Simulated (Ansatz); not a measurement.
Ligand-field states of trans-NiH2(AsH3)2 (NiAs₂H₈) at its PBE0-D4/def2-SVP geometry (relaxed as a singlet).

```xyz
11

Ni    0.023    0.009   -0.022
H    -0.026   -0.929   -1.207
As    1.483   -1.190    1.098
H     1.060   -1.706    2.456
H     2.755   -0.510    1.555
H     2.133   -2.475    0.616
H     0.062    0.938    1.171
As   -1.468    1.199   -1.109
H    -1.978    2.565   -0.689
H    -2.824    0.558   -1.308
H    -1.221    1.542   -2.562
```

CASSCF(8,5) on the Ni 3d shell in def2-TZVP, averaged with equal weights over 10 triplets and 15 singlets, then SC-NEVPT2; Ansatz, no spin–orbit coupling. The space holds no ligand orbitals and no second d shell, so covalent complexes are described poorly. NEVPT2 shifts the excited states by 0.2 to 4.6 eV; shifts past about 1.5 eV mark a space that is too small, and such energies aren't to be trusted.

(1) Estimate the states' energies above the lowest.

## Answers

(1) 
```json
{"state": "triplet 1", "CASSCF (eV)": "0.00", "NEVPT2 (eV)": "2.60"}
{"state": "triplet 2", "CASSCF (eV)": "0.14", "NEVPT2 (eV)": "2.92"}
{"state": "triplet 3", "CASSCF (eV)": "0.41", "NEVPT2 (eV)": "3.24"}
{"state": "triplet 4", "CASSCF (eV)": "1.16", "NEVPT2 (eV)": "4.16"}
{"state": "triplet 5", "CASSCF (eV)": "2.44", "NEVPT2 (eV)": "7.06"}
{"state": "triplet 6", "CASSCF (eV)": "2.47", "NEVPT2 (eV)": "7.04"}
{"state": "triplet 7", "CASSCF (eV)": "2.61", "NEVPT2 (eV)": "7.24"}
{"state": "triplet 8", "CASSCF (eV)": "3.45", "NEVPT2 (eV)": "7.52"}
{"state": "triplet 9", "CASSCF (eV)": "4.38", "NEVPT2 (eV)": "8.53"}
{"state": "triplet 10", "CASSCF (eV)": "4.72", "NEVPT2 (eV)": "8.83"}
{"state": "singlet 1", "CASSCF (eV)": "0.22", "NEVPT2 (eV)": "0.00"}
{"state": "singlet 2", "CASSCF (eV)": "1.88", "NEVPT2 (eV)": "4.21"}
{"state": "singlet 3", "CASSCF (eV)": "1.92", "NEVPT2 (eV)": "4.38"}
{"state": "singlet 4", "CASSCF (eV)": "2.17", "NEVPT2 (eV)": "4.70"}
{"state": "singlet 5", "CASSCF (eV)": "2.45", "NEVPT2 (eV)": "4.97"}
{"state": "singlet 6", "CASSCF (eV)": "4.41", "NEVPT2 (eV)": "8.74"}
{"state": "singlet 7", "CASSCF (eV)": "4.77", "NEVPT2 (eV)": "9.10"}
{"state": "singlet 8", "CASSCF (eV)": "4.90", "NEVPT2 (eV)": "9.21"}
{"state": "singlet 9", "CASSCF (eV)": "4.96", "NEVPT2 (eV)": "9.26"}
{"state": "singlet 10", "CASSCF (eV)": "5.08", "NEVPT2 (eV)": "9.34"}
{"state": "singlet 11", "CASSCF (eV)": "5.48", "NEVPT2 (eV)": "9.82"}
{"state": "singlet 12", "CASSCF (eV)": "5.53", "NEVPT2 (eV)": "9.87"}
{"state": "singlet 13", "CASSCF (eV)": "5.63", "NEVPT2 (eV)": "9.91"}
{"state": "singlet 14", "CASSCF (eV)": "5.64", "NEVPT2 (eV)": "9.92"}
{"state": "singlet 15", "CASSCF (eV)": "9.22", "NEVPT2 (eV)": "12.63"}
```
The lowest NEVPT2 state is a singlet. It took 66 s on 4 threads of Arm Neoverse V1 on a shared host, peak host memory 1.3 GiB.
